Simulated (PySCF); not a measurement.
Order these species by their calculated properties.

Each SMILES stands for a single optimised conformer of the isolated species (atoms past krypton carry core potentials, spin–orbit coupling is left out). Electronic properties by PySCF.

Dipoles, sizes and rotational constants follow the conformer. The torsions of the flexible species, by atom-mapped SMILES:
- `[NH2:1][C:2](=[O:3])[CH2:4][CH2:5][Cl:6]`: N1–C2–C4–C5 172°, C2–C4–C5–Cl6 178°, H–N1–C2–O3 180°, H–N1–C2–O3 -1°
- `[C-:1]#[N+:2][CH2:3][CH:4]=[CH2:5]`: N2–C3–C4–C5 127°
- `[CH3:1][S:2][SiH:3]([SiH3:4])[SiH3:5]`: C1–S2–Si3–Si4 180°

Question: Rank by HOMO–LUMO gap, lowest first (CAM-B3LYP/def2-SVPD at PBE0-D3(BJ)/def2-SVP geometries).
A. `C[CH2][In]([CH](C)C)[CH2]C`
B. `C#C[BH2-][PH3+]`
C. `C#C[C@@H]1CN1`
D. `NC(=O)CCCl`
E. `[H]/N=C\C#CC`

Answer: A (7.32 eV), E (8.86 eV), B (9.10 eV), C (9.85 eV), D (10.20 eV).

By how much do the two ends of that ranking differ?

By 2.88 eV, between `NC(=O)CCCl` and `C[CH2][In]([CH2]C)[CH](C)C`.

Question: Rank by electronic spatial extent ⟨r²⟩ about the centre of nuclear charge, highest first (CAM-B3LYP/def2-SVPD at PBE0-D3(BJ)/def2-SVP geometries).
A. `[C-]#[N+]CC=C`
B. `C(/C=N\[H])#CC`
C. `C#C[BH2-][PH3+]`
D. `BC[SiH3]`
E. `C#C[C@@H]1CN1`

Answer: B (585 bohr²), C (489 bohr²), A (475 bohr²), E (411 bohr²), D (313 bohr²).

Question: Rank by HOMO energy, highest first (CAM-B3LYP/def2-SVPD at PBE0-D3(BJ)/def2-SVP geometries).
A. `C[N](C)[Zr]([Cl])([Cl])[Cl]`
B. `CS[SiH]([SiH3])[SiH3]`
C. `C[CH2][In]([CH2]C)[CH](C)C`
D. `[H]B([H])C[SiH3]`
E. `NC(=O)CCCl`
F. `[BH2-]([PH3+])C#C`
G. `[H]/N=C\C#CC`
H. `[C-]#[N+]CC=C`

Answer: C (-7.48 eV), B (-8.09 eV), F (-8.43 eV), A (-8.80 eV), G (-9.02 eV), E (-9.24 eV), H (-9.63 eV), D (-10.44 eV).

Question: Rank by static isotropic polarisability, lowest first (CAM-B3LYP/def2-SVPD at PBE0-D3(BJ)/def2-SVP geometries).
A. `N1[C@@H](C1)C#C`
B. `CC#C/C=N\[H]`
C. `[H]B([H])C[SiH3]`
D. `[PH3+][BH2-]C#C`
E. `NC(=O)CCCl`

Answer: A (52.9 au), C (56.5 au), B (58.3 au), E (62.9 au), D (67.7 au).

Give the two extremes of that set as polarisability volumes in Å³.

`C#C[C@@H]1CN1`: 7.84 Å³; `C#C[BH2-][PH3+]`: 10.03 Å³.

Question: Rank by lowest triplet excitation (Tamm–Dancoff), highest first (TDA CAM-B3LYP/def2-SVPD at PBE0-D3(BJ)/def2-SVP geometries).
A. `C[N](C)[Zr]([Cl])([Cl])[Cl]`
B. `[N+](#[C-])CC=C`
C. `C#C[BH2-][PH3+]`
D. `C#C[C@@H]1CN1`
E. `C[O+](C)[AlH3-]`
F. `NC(=O)CCCl`
G. `[H]/N=C\C#CC`

Answer: E (6.08 eV), F (5.27 eV), D (5.11 eV), C (4.99 eV), B (4.39 eV), A (3.93 eV), G (3.78 eV).

Question: Rank by lowest singlet excitation, lowest first (TDDFT CAM-B3LYP/def2-SVPD at PBE0-D3(BJ)/def2-SVP geometries).
A. `CS[SiH]([SiH3])[SiH3]`
B. `NC(=O)CCCl`
C. `C#C[C@@H]1CN1`
D. `C[O+](C)[AlH3-]`
E. `BC[SiH3]`
F. `[H]/N=C\C#CC`
G. `C[N](C)[Zr]([Cl])([Cl])[Cl]`
H. `C([N+]#[C-])C=C`

Answer: G (4.06 eV), F (4.81 eV), A (5.32 eV), B (5.76 eV), E (5.89 eV), C (6.04 eV), D (6.54 eV), H (7.54 eV).

Give the two extremes of that set as wavelengths.

`C[N](C)[Zr]([Cl])([Cl])[Cl]`: 306 nm; `[C-]#[N+]CC=C`: 164 nm.
